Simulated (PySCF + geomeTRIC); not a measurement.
Species: H$_{3}$AlS$_{2}$, SMILES `[SH][AlH][SH]` (H–S–Al–S torsion 0°, S–Al–S–H torsion 0°) (charge 0, multiplicity 1).

### Question
Give a relaxed geometry from TPSSh-D3(BJ)/def2-TZVP (PySCF + geomeTRIC).

### Answer
Several could match; the one computed here: the end point of this relaxation, one of several conformers (outside a Z-matrix the atoms follow the SMILES, hydrogens last).
Bonds (Å): S1–Al2 2.187, S1–H4 1.344, Al2–S3 2.187, Al2–H5 1.569, S3–H6 1.344. Angles (°): Al2–S1–H4 94.9, S1–Al2–S3 122.1, S1–Al2–H5 118.9, S3–Al2–H5 118.9, Al2–S3–H6 94.9.
